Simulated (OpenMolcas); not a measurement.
**Dy3+: moving the ligands**

Dy3+ with 6 ligands (bromide) in trigonal prismatic coordination (D3h) at 2.82 Å, a polar angle of 48.6° against the regular 49.1°. A charge of +0.5 e stands 2.8 Å behind each ligand. Ligand basis ANO-RCC-VDZP.

| Property | Result |
| --- | --- |
| Program | OpenMolcas 26.06 |
| Method | CASSCF |
| Basis | ANO-RCC-VDZP [7s6p4d2f1g] |
| Scalar Hamiltonian | DKH2, point nucleus |
| Active space | 9 electrons in 7 orbitals (4f) |
| State averaging | 2S+1 = 6 odd, 21 roots; 2S+1 = 4 odd, 115 roots kept (CI in the orbitals of an earlier block, 108 in the spin-orbit step); 2S+1 = 2 odd, 82 roots kept (CI in the orbitals of an earlier block, 40 in the spin-orbit step) |
| Spin-orbit coupling | state interaction with AMFI integrals over the reference wave functions |

Runs around this geometry, states (labels of D3, the rotations of D3h). Energies in cm-1 above the lowest state or level, χT in cm3 K/mol.

```csv
R (Å),Ground state,First state of that spin,First gap with spin-orbit (degeneracies),Width of lowest J,χT at 300 K
2.78,6E,6E 10.7,"6.5 (2, 2)",339,13.996
2.82,6E,6E 18.9,"11.9 (2, 2)",338,14.000
2.96,6E,6E 39.3,"25.3 (2, 2)",326,14.013
```

Taking the width of the lowest J multiplet as R^-n, n = -ln(326 / 339) / ln(2.96 / 2.78) = 0.6 between the shortest and longest distance.

High states are left out of the spin-orbit mixing, which shifts the levels that they would mix with. Without dynamic correlation the ligand-field splitting of an f shell can come out too small, at times by half. A group larger than the point group allows holds several states that coincide in this model. No measured value stands beside these numbers; the geometry is a model, was not optimised and need not be the one that this ion takes.
